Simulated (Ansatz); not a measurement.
Molecule: CH$_{8}$OSi$_{2}$, charge 0, multiplicity 1. SMILES: C[SiH2]O[SiH3]
Geometry from a B3LYP-D3(BJ)/def2-TZVP (Ansatz, an electronic-structure program) optimisation:
```
O
Si 1 1.6350
Si 1 1.6426 2 147.99
H 2 1.4788 1 108.37 3 -180.00
H 2 1.4822 4 109.45 1 -120.37
H 2 1.4822 4 109.45 5 -119.26
H 3 1.4842 1 109.05 2 59.08
H 3 1.4842 7 108.37 1 118.59
C 3 1.8611 7 110.64 8 121.47
H 9 1.0916 3 110.92 7 -179.92
H 9 1.0916 10 108.21 3 121.88
H 9 1.0927 10 108.11 11 116.87
```

Property: vertical ionisation energy (to the doublet state of charge +1; each state is the SCF solution reached for its spin; for the doublet T1 is 0.062), in eV. Valence correlation only, unless marked. UHF or UKS for open shells. No spin-orbit coupling. No relativistic terms. 

| level | program | vertical ionisation energy (eV) |
|---|---|---|
| HF/aug-cc-pV(D+d)Z | Ansatz | 10.59 |
| PBE/def2-TZVPD | Ansatz | 9.95 |
| BHLYP/def2-TZVPD | Ansatz | 10.85 |
| CAM-B3LYP/def2-TZVPD | Ansatz | 10.80 |
| MP2/aug-cc-pV(T+d)Z | Ansatz | 11.45 |
| SCS-MP2/aug-cc-pV(T+d)Z | Ansatz | 11.45 |
